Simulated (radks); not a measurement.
Species: Ar4.25+. Configuration: [Ne] 3s2 3p(up 1.25, down 0.5) (fractional occupations, a model configuration).

Method: scalar-relativistic Kohn-Sham, PBE, spin-polarised, spherical densities, point nucleus; computed with a radial shooting solver on a logarithmic mesh with Libxc functionals.

Energy parts (eV):
| part | energy |
|---|---|
| total | -14239.520 |
| kinetic | 14318.188 |
| electron-nucleus | -32995.355 |
| Hartree | 5219.209 |
| exchange-correlation | -781.562 |

Orbitals (lengths in bohr, moments of r in powers of bohr; r(90%) holds 90 % of the orbital's charge):
orbital  occ.  eigenvalue (eV)  r(90%)
1s up       1        -3196.960   0.153
1s down     1        -3196.747   0.153
2s up       1        -370.3300   0.644
2s down     1        -370.1289   0.644
2p up       3        -303.6378   0.620
2p down     3        -303.3560   0.620
3s up       1         -86.4248    1.83
3s down     1         -85.0121    1.84
3p up    1.25         -70.1711    1.98
3p down   0.5         -68.8069    1.99

The highest occupied level is 3p down at -68.807 eV. Summed over all electrons, <r^2> = 8.533 bohr^2, which gives a Langevin (diamagnetic) susceptibility term of -6.76 x 10^-6 cm^3/mol.
